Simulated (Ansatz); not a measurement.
`COc1ccc(C(F)(F)C(F)(F)OC)cc1` with charge +1. Total charge 1; doublet. Geometry PBE-D4/def2-SVP; atoms count from 1.

Cartesian coordinates in Å:
```
C 4.234 0.082 -1.448
O 3.006 0.741 -1.823
C 1.941 0.743 -1.048
C 1.866 0.098 0.229
C 0.687 0.183 0.947
C -0.427 0.909 0.425
C -1.711 0.985 1.227
F -2.345 2.159 0.995
F -1.450 0.874 2.553
C -2.672 -0.182 0.812
F -3.801 -0.134 1.547
F -3.034 0.017 -0.495
O -1.982 -1.342 0.976
C -2.721 -2.564 0.755
C -0.358 1.536 -0.847
C 0.810 1.460 -1.581
H 4.059 -1.006 -1.322
H 4.632 0.524 -0.513
H 4.931 0.262 -2.283
H 2.726 -0.450 0.636
H 0.593 -0.296 1.931
H -3.531 -2.662 1.507
H -3.152 -2.575 -0.267
H -1.992 -3.384 0.878
H -1.230 2.086 -1.229
H 0.920 1.938 -2.565
```

(1) Estimate the Mulliken populations from the PBE0/def2-SVP orbitals of Ansatz.

(2) Where does the spin sit?

(3) And the Mayer bond orders between heavy atoms (over 0.3)?

Answers

(1) 
```
atom  charge (e)  spin (α − β)
  C1        0.05         -0.02
  O2       -0.23          0.23
  C3        0.22          0.16
  C4       -0.04          0.12
  C5        0.08         -0.07
  C6       -0.13          0.48
  C7        0.43         -0.04
  F8       -0.18          0.00
  F9       -0.18          0.00
 C10        0.53          0.01
 F11       -0.17          0.00
 F12       -0.20          0.00
 O13       -0.39          0.01
 C14        0.08          0.00
 C15        0.05         -0.17
 C16        0.04          0.25
 H17        0.12          0.02
 H18        0.12          0.02
 H19        0.13          0.00
 H20        0.09         -0.01
 H21        0.10          0.00
 H22        0.10          0.00
 H23        0.08          0.00
 H24        0.09          0.00
 H25        0.11          0.01
 H26        0.11         -0.01
```
Mulliken values depend strongly on the basis.

(2) Summed by element: C 0.72, O 0.24, F 0.01, H 0.02, of 1 unpaired in all. Largest on single atoms: C6 0.48, C16 0.25, O2 0.23.

(3) C1–O2 0.84 (1.44 Å); O2–C3 1.35 (1.32 Å); C3–C4 1.16 (1.43 Å); C3–C16 1.18 (1.44 Å); C4–C5 1.52 (1.38 Å); C5–C6 1.23 (1.43 Å); C6–C7 0.96 (1.52 Å); C6–C15 1.27 (1.42 Å); C7–F8 1.09 (1.35 Å); C7–F9 1.08 (1.36 Å); C7–C10 0.87 (1.57 Å); C10–F11 1.12 (1.35 Å); C10–F12 1.06 (1.37 Å); C10–O13 1.17 (1.36 Å); O13–C14 0.86 (1.44 Å); C15–C16 1.49 (1.38 Å).
